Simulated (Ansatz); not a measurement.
C8H21GeN3⁺, that is Ge(vinyl)(NMe2)3 with one electron fewer. The state is a doublet with charge 1. Geometry PBE-D4/def2-SVP, that of the neutral singlet; atoms count from 1.

```xyz
33

Ge    0.062    0.078    0.397
C     0.302   -0.254    2.307
C     0.475   -1.505    2.773
H     0.285    0.591    3.020
H     0.493   -2.375    2.093
H     0.608   -1.721    3.848
N     1.242    1.376   -0.183
C     1.464    2.579    0.586
C     1.699    1.437   -1.553
H     2.549    2.846    0.621
H     1.127    2.450    1.634
H     0.926    3.470    0.172
H     1.454    0.490   -2.075
H     1.234    2.276   -2.131
H     2.805    1.584   -1.609
N    -1.693    0.587    0.109
C    -2.793    0.004    0.840
C    -2.059    1.322   -1.081
H    -3.530    0.783    1.155
H    -2.426   -0.497    1.760
H    -3.365   -0.759    0.251
H    -1.165    1.798   -1.530
H    -2.536    0.685   -1.870
H    -2.785    2.137   -0.844
N     0.460   -1.422   -0.611
C     1.786   -1.994   -0.615
C    -0.562   -2.210   -1.259
H     1.837   -2.985   -0.095
H     2.503   -1.315   -0.110
H     2.164   -2.160   -1.655
H    -1.536   -1.683   -1.216
H    -0.325   -2.391   -2.338
H    -0.701   -3.219   -0.789
```

(1) Estimate the Mulliken populations of the heavy atoms from the PBE0/def2-SVP orbitals of Ansatz.

(2) Where does the spin sit?

(3) And the Mayer bond orders between heavy atoms (over 0.3)?

Results:

(1) 
| atom | charge (e) | spin (α − β) |
| --- | --- | --- |
| Ge1 | 0.93 | -0.06 |
| C2 | -0.27 | 0.05 |
| C3 | -0.05 | -0.01 |
| N7 | -0.52 | 0.29 |
| C8 | 0.03 | -0.02 |
| C9 | 0.02 | -0.02 |
| N16 | -0.51 | 0.33 |
| C17 | 0.02 | -0.02 |
| C18 | 0.03 | -0.02 |
| N25 | -0.55 | 0.25 |
| C26 | 0.02 | -0.01 |
| C27 | 0.04 | -0.02 |
Mulliken values depend strongly on the basis.

(2) Summed by element: Ge -0.06, C -0.06, H 0.26, N 0.87, of 1 unpaired in all. Largest on single atoms: N16 0.33, N7 0.29, N25 0.25.

(3) Ge1–C2 0.95 (1.95 Å); Ge1–N7 0.91 (1.85 Å); Ge1–N16 0.92 (1.85 Å); Ge1–N25 0.90 (1.85 Å); C2–C3 1.95 (1.35 Å); N7–C8 0.97 (1.44 Å); N7–C9 0.98 (1.45 Å); N16–C17 0.97 (1.44 Å); N16–C18 0.97 (1.44 Å); N25–C26 0.97 (1.45 Å); N25–C27 0.98 (1.44 Å).
